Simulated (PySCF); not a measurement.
## Correlation energy of Mn³⁺ (manganese, charge +3)

Starting occupation: [Ar] 3d4, 3d5/2 with m_j = -1/2, +1/2, +3/2, +5/2. Computed with PySCF 2.14 in x2c-TZVPall-2c with one added diffuse shell each of s, p, d type (7s8p5d1f, 63 functions), with X2C-1e with screened-nucleus spin-orbit coupling, Gaussian nucleus. Frozen: [Ne]; 12 electrons correlated.

MP2 pair energies summed by pair of shells (mhartree):

| pair | energy | share (%) |
| --- | --- | --- |
| 3d-3p | -111.07 | 41.1 |
| 3p-3p | -84.66 | 31.3 |
| 3d-3d | -29.05 | 10.7 |
| 3p-3s | -25.27 | 9.3 |
| 3d-3s | -16.56 | 6.1 |
| 3s-3s | -3.94 | 1.5 |

Total MP2 correlation energy: -270.56 mhartree.

The GHF reference relaxed away from the jj start to a determinant that is no pure jj level (⟨S²⟩ = 6.00, ⟨J²⟩ = 20.00); the energies belong to that determinant.

This basis was not built for core-valence correlation, so the inner-shell part is incomplete.
